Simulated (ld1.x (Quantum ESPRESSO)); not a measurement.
sulfur (S), ultrasoft: configuration errors across variants

| Quantity | Value |
| --- | --- |
| Element | S |
| Generator | ld1.x (Quantum ESPRESSO) 7.5 |
| Type | ultrasoft |
| Functional | PBE |
| Relativity | scalar-relativistic |
| Frozen core | [Ne] |
| Valence charge | 6 |
| Reference configuration | 3s2 3p3.5 (charge +0.5) |
| Partial waves | 3s (bound): rcut 1.30, rcutus 1.45 bohr; 3s channel at 2.2 Ry: rcut 1.30, rcutus 1.45 bohr; 3p (bound): rcut 1.50, rcutus 1.80 bohr; 3p channel at 0.15 Ry: rcut 1.50, rcutus 1.80 bohr |
| Local potential | all-electron potential smoothed inside 1.10 bohr (lloc = -1) |
| Core correction | none |
| Augmentation charge | PSQ, inside the norm-conserving radii |

All-electron excitation energies from the reference (eV): (1) 3s2 3p4 -4.660; (2) 3s2 3p3 7.109; (3) 3s2 3p2 29.393; (4) 3s2 3p1 63.434; (5) 3s2 3p4.3 -6.369; (6) 3s0 3p6 16.080; (7) 3s2 3p0 110.231.

Errors AE − PS in meV (a dash: test not solved or not reliable):

```tsv
change	(1)	(2)	(3)	(4)	(5)	(6)	(7)	bound ghosts
base	+0.2	-0.5	+0.4	+19	+0.3	+43	+102	none
waves 3p (bound): rcut 1.16, rcutus 1.24 bohr; 3p channel at 0.15 Ry: rcut 1.16, rcutus 1.24 bohr	+0.3	-0.4	0.0	+9.3	+0.5	+20	+59	none
waves 3p (bound): rcut 1.38, rcutus 1.46 bohr; 3p channel at 0.15 Ry: rcut 1.38, rcutus 1.46 bohr	+0.3	-0.6	-3.0	-4.4	+0.5	+13	+14	none
waves 3p (bound): rcut 1.50, rcutus 1.86 bohr; 3p channel at 0.15 Ry: rcut 1.50, rcutus 1.86 bohr	+0.3	-0.4	+2.7	+29	+0.4	+62	+133	none
waves 3p (bound): rcut 1.50, rcutus 2.16 bohr; 3p channel at 0.15 Ry: rcut 1.50, rcutus 2.16 bohr	+0.5	0.0	+8.7	+56	+0.7	–	–	none
waves 3p (bound): rcut 1.50, rcutus 2.40 bohr; 3p channel at 0.15 Ry: rcut 1.50, rcutus 2.40 bohr	+1.5	+0.1	+4.5	+61	+3.9	–	–	none
waves 3p (bound): rcut 1.50, rcutus 2.62 bohr; 3p channel at 0.15 Ry: rcut 1.50, rcutus 2.62 bohr	+1.7	+1.7	+27	+107	+3.5	–	–	none
```

(1) Give the same row for: waves 3p (bound): rcut 1.50, rcutus 1.74 bohr; 3p channel at 0.15 Ry: rcut 1.50, rcutus 1.74 bohr.

Results:

(1) +0.2, -0.6, -0.8, +13, +0.2, +39, +85; bound ghosts: none.
